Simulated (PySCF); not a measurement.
**Radial density of Mo⁺ (molybdenum, charge +1)**

UHF, [Kr] 4d5, high-spin 6S determinant. Calculation: PySCF 2.14, in x2c-TZVPPall with one added diffuse shell each of s, p, d, f type (9s7p7d3f1g, 95 functions); scalar relativity by spin-free X2C-1e.

```json
{"r (bohr)": "0.0380", "4πr²ρ (e/bohr)": "47.49", "4πr²(ρα − ρβ)": "-0.0060"}
{"r (bohr)": "0.0640", "4πr²ρ (e/bohr)": "48.66", "4πr²(ρα − ρβ)": "-0.0043"}
{"r (bohr)": "0.108", "4πr²ρ (e/bohr)": "65.75", "4πr²(ρα − ρβ)": "0.0864"}
{"r (bohr)": "0.181", "4πr²ρ (e/bohr)": "45.14", "4πr²(ρα − ρβ)": "0.4230"}
{"r (bohr)": "0.305", "4πr²ρ (e/bohr)": "48.66", "4πr²(ρα − ρβ)": "0.5270"}
{"r (bohr)": "0.512", "4πr²ρ (e/bohr)": "30.09", "4πr²(ρα − ρβ)": "-0.0074"}
{"r (bohr)": "0.862", "4πr²ρ (e/bohr)": "11.16", "4πr²(ρα − ρβ)": "1.2261"}
{"r (bohr)": "1.45", "4πr²ρ (e/bohr)": "8.312", "4πr²(ρα − ρβ)": "3.0722"}
{"r (bohr)": "2.44", "4πr²ρ (e/bohr)": "1.713", "4πr²(ρα − ρβ)": "1.3613"}
{"r (bohr)": "4.10", "4πr²ρ (e/bohr)": "0.1353", "4πr²(ρα − ρβ)": "0.1342"}
{"r (bohr)": "6.90", "4πr²ρ (e/bohr)": "0.0007454", "4πr²(ρα − ρβ)": "0.0007"}
{"r (bohr)": "11.6", "4πr²ρ (e/bohr)": "1.284e-05", "4πr²(ρα − ρβ)": "0.0000"}
```

Densities and radii are taken from the X2C orbitals without a picture-change correction, which distorts them close to the nucleus.

Where is the radial spin density 4πr²(ρα − ρβ) most negative, and why is it negative at all?

Around r = 0.512 bohr, down to -0.0074 e/bohr: exchange with the open shell polarises the paired shells in an unrestricted calculation.
